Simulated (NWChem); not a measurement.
Everything below was run with NWChem. System: silicon dioxide molecule (O$_{2}$Si), charge 0, spin multiplicity 1, at a geometry optimised with PBE0/def2-SVP. Level: EOM-CCSD/aug-cc-pVDZ, 7 core orbitals frozen.

Part of the output:

```
             Northwest Computational Chemistry Package (NWChem) 7.3.0
             --------------------------------------------------------

                                NWChem Input Module
                                -------------------

 Scaling coordinates for geometry "geometry" by  1.889725989
 (inverse scale =  0.529177249)

 Turning off AUTOSYM since
 SYMMETRY directive was detected!

                             Geometry "geometry" -> ""
                             -------------------------

 Output coordinates in angstroms (scale by  1.889725989 to convert to a.u.)

  No.       Tag          Charge          X              Y              Z
 ---- ---------------- ---------- -------------- -------------- --------------
    1 O                    8.0000     0.00000000     0.00000000    -1.51836900
    2 Si                  14.0000     0.00000000     0.00000000     0.00000000
    3 O                    8.0000     0.00000000     0.00000000     1.51836900

 Effective nuclear repulsion energy (a.u.)      89.2203250619

            Nuclear Dipole moment (a.u.)
            ----------------------------
        X                 Y               Z
 ---------------- ---------------- ----------------
     0.0000000000     0.0000000000     0.0000000000

      Symmetry information
      --------------------

 Group name             D2h
 Group number             26
 Group order               8
 No. of unique centers     2

      Symmetry unique atoms

     1    2


 Summary of "ao basis" -> "" (spherical)
 ------------------------------------------------------------------------------
       Tag                 Description            Shells   Functions and Types
 ---------------- ------------------------------  ------  ---------------------
 *                        aug-cc-pvdz                 on all atoms

 Summary of "ao basis" -> "ao basis" (spherical)
 ------------------------------------------------------------------------------
       Tag                 Description            Shells   Functions and Types
 ---------------- ------------------------------  ------  ---------------------
 O                        aug-cc-pvdz                9       23   4s3p2d
 Si                       aug-cc-pvdz               11       27   5s4p2d

                                 NWChem SCF Module
                                 -----------------

  ao basis        = "ao basis"
  functions       =    73
  atoms           =     3
[...]
   0.6849650620667   0.3550090187937    9.66029     3.1     3.1

 Iteration   2 using    2 trial vectors
   0.1557026246665   0.1909077365329    5.19487     2.3     2.3

 Iteration   3 using    3 trial vectors
   0.0925378376764   0.1773122418411    4.82491     2.3     2.3

 Iteration   4 using    4 trial vectors
   0.0438066722681   0.1711501386127    4.65723     2.2     2.2

 Iteration   5 using    5 trial vectors
   0.0179206586801   0.1689532018654    4.59745     2.2     2.2

 Iteration   6 using    6 trial vectors
   0.0057707331904   0.1687585497031    4.59216     2.2     2.2

 Iteration   7 using    7 trial vectors
   0.0022746465103   0.1686692292414    4.58973     2.1     2.1

 Iteration   8 using    8 trial vectors
   0.0009685386172   0.1686959304021    4.59045     2.2     2.2

 Iteration   9 using    9 trial vectors
   0.0005359158258   0.1686901878645    4.59030     2.4     2.4

 Iteration  10 using   10 trial vectors
   0.0002659014728   0.1686915377443    4.59033     2.4     2.4

 Iteration  11 using   11 trial vectors
   0.0001375844637   0.1686945231664    4.59041     2.3     2.3

 Iteration  12 using   12 trial vectors
   0.0000533672869   0.1686940078410    4.59040     2.2     2.2

 Iteration  13 using   13 trial vectors
   0.0000215132439   0.1686934196181    4.59038     2.2     2.2

 Iteration  14 using   14 trial vectors
   0.0000076279049   0.1686934573562    4.59038     2.3     2.3
 --------------------------------------------------------------
 Iterations converged
 ------------------

 Excited state root  1
 Excitation energy / hartree =        0.168693457356230
                   / eV      =        4.590384487598837
 largest EOMCCSD amplitudes: R1 and R2

 Singles contributions
    16ag  (alpha) ---    14b3g (alpha)        0.8492372524
    20ag  (alpha) ---    14b3g (alpha)        0.3236240142
    32ag  (alpha) ---    14b3g (alpha)        0.1010393550

 Doubles contributions

 =========================================
 Excited-state calculation ( b3u symmetry)
 =========================================
 Dim. of EOMCC iter. space      500

 EOMCCSD SOLVER TYPE  1
  maxdiff =   0.54283744267631451

 No. of initial right vectors    1

 EOM-CCSD right-hand side iterations
 --------------------------------------------------------------
      Residuum       Omega / hartree  Omega / eV    Cpu    Wall
 --------------------------------------------------------------

 Iteration   1 using    1 trial vectors
   0.6444722677034   0.4000879914159   10.88695     3.3     3.3

 Iteration   2 using    2 trial vectors
   0.1494371503398   0.2557988459437    6.96064     2.2     2.2

 Iteration   3 using    3 trial vectors
   0.0948490668736   0.2429288768952    6.61043     2.2     2.2

 Iteration   4 using    4 trial vectors
   0.0460778224550   0.2366058531017    6.43838     2.2     2.2

 Iteration   5 using    5 trial vectors
   0.0200485940342   0.2341398360862    6.37127     2.2     2.2

 Iteration   6 using    6 trial vectors
   0.0068449892946   0.2339003522254    6.36476     2.2     2.2

 Iteration   7 using    7 trial vectors
   0.0027756683819   0.2338202899173    6.36258     2.1     2.1

 Iteration   8 using    8 trial vectors
   0.0015180352943   0.2338257744150    6.36273     2.2     2.2

 Iteration   9 using    9 trial vectors
   0.0007449430796   0.2338233084630    6.36266     2.4     2.4

 Iteration  10 using   10 trial vectors
   0.0003750967065   0.2338165199508    6.36247     2.3     2.3

 Iteration  11 using   11 trial vectors
   0.0001476902224   0.2338226236855    6.36264     2.2     2.2

 Iteration  12 using   12 trial vectors
   0.0000565889834   0.2338217214749    6.36262     2.2     2.2

 Iteration  13 using   13 trial vectors
   0.0000225550134   0.2338216733686    6.36261     2.4     2.4

 Iteration  14 using   14 trial vectors
   0.0000107621319   0.2338218088078    6.36262     2.4     2.4

 Iteration  15 using   15 trial vectors
   0.0000051776393   0.2338218221535    6.36262     2.3     2.3
 --------------------------------------------------------------
 Iterations converged
 ------------------

 Excited state root  1
 Excitation energy / hartree =        0.233821822153549
                   / eV      =        6.362618219443977
 largest EOMCCSD amplitudes: R1 and R2

 Singles contributions
    16ag  (alpha) ---    13b3u (alpha)        0.8514555455
    20ag  (alpha) ---    13b3u (alpha)        0.3109708993

 Doubles contributions

 Task  times  cpu:      305.5s     wall:      305.5s

 Total times  cpu:      305.6s     wall:      305.6s
```

Write an NWChem input that would produce this output.

This is not unique; one that fits is 
```
start mol
memory heap 100 mb stack 700 mb global 1900 mb
geometry units angstroms nocenter noautoz
  O      0.000000     0.000000    -1.518369
  Si     0.000000     0.000000     0.000000
  O      0.000000     0.000000     1.518369
  symmetry group D2h
end
basis spherical
  * library aug-cc-pvdz
end
scf
  rhf
  nopen 0
  maxiter 100
  thresh 1e-7
  semidirect memsize 60000000 filesize 0
end
tce
  freeze core 7
  ccsd
  nroots 1
  2eorb
  2emet 13
  thresh 1e-5
  maxiter 200
  tilesize 24
end
task tce energy
```
